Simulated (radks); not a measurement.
Question: Neutral neon, 10 electrons, occupied as [Ne]. Calculated with a radial shooting solver on a logarithmic mesh with Libxc functionals: non-relativistic Kohn-Sham, PBE, spin-polarised, spherical densities, point nucleus. Some entries of the table are withheld. Estimate them.

| orbital | occ. | eigenvalue (eV) | <1/r> (bohr^-1) | <r^2> (bohr^2) |
|---|---|---|---|---|
| 1s | 2 | (1) | (2) | 0.03376 |
| 2s | 2 | -36.2778 | 1.633 | 0.9866 |
| 2p | 6 | (3) | (4) | (5) |

Answer: 
(1) 1s eigenvalue (eV): -829.6571
(2) 1s <1/r> (bohr^-1): 9.604
(3) 2p eigenvalue (eV): -13.3473
(4) 2p <1/r> (bohr^-1): 1.436
(5) 2p <r^2> (bohr^2): 1.299
